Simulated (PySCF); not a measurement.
From computed data to an observable: oscillator strength and radiative lifetime

C2H13NSi3, SMILES C[Si@@H]([SiH2]N)C[SiH3].

The structure is a stationary point at B3LYP-D3(BJ)/def2-SVP. The structure was generated by enumeration; whether it is a known compound was not checked. Other conformers were not sampled.

TDA-PBE/def2-SVPD (PySCF) puts the first singlet state with f over 0.02 at 5.91 eV (vertical), with the transition dipole (-0.131, -0.330, -0.163) in atomic units.

**Question.** Find the oscillator strength, the wavelength and the radiative lifetime that this transition would have in vacuum if emission retraced absorption.

**Answer.** 
|μ|² = 0.1526 au, so |μ| = 0.99 D. ΔE = 5.91/27.211 = 0.2172 hartree. f = (2/3) ΔE |μ|² = 0.022 (the program prints 0.022).
λ = 1239.84/5.91 = 210 nm; ν = 47667 cm⁻¹.
Einstein's coefficient A = 0.6670 ν² f s⁻¹ (ν in cm⁻¹) = 3.3e7 s⁻¹, so τ = 1/A = 30 ns. This state is S3; the lower singlets have f = 0.006, 0.004. The figure is the radiative limit of this one transition; relaxation, internal conversion, crossing to triplets and a medium change what is measured.
